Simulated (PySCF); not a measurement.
## Interval between two levels of Fe⁺ by level of theory

Fe⁺ [Ar] 3d6 4s1 [6D9/2, M_J = 9/2] → Fe⁺ [Ar] 3d5 4s2 [6S5/2, M_J = 5/2], as a difference of total energies. Calculation: PySCF 2.14, in x2c-SVPall-2c with one added diffuse shell each of s, d type (6s5p4d1f, 48 functions); the two-component X2C-1e Hamiltonian. Correlated levels: [Ne] frozen; the 6 highest virtual spinors dropped. "Screened" scales the spin-orbit matrix elements by Boettger's factors to mimic the two-electron term; Breit and QED terms are absent.

```
                    method  interval between two levels (cm⁻¹)
           GHF (spin-free)                               19636
          GMP2 (spin-free)                               23588
 GHF (screened spin-orbit)                               20030
GMP2 (screened spin-orbit)                               23988
```

Errors of the correlated levels include the incompleteness of this basis and the frozen core.

The labels give the starting determinants; with spin-orbit coupling the two ends relaxed to ⟨J²⟩ = 24.76, ⟨L²⟩ = 6.01, ⟨S²⟩ = 8.75 and ⟨J²⟩ = 8.75, ⟨L²⟩ = 0.00, ⟨S²⟩ = 8.75.

For comparison: 23318 cm⁻¹ (measured; NIST Handbook of Basic Atomic Spectroscopic Data (Sansonetti and Martin, J. Phys. Chem. Ref. Data 34, 1559 (2005))).
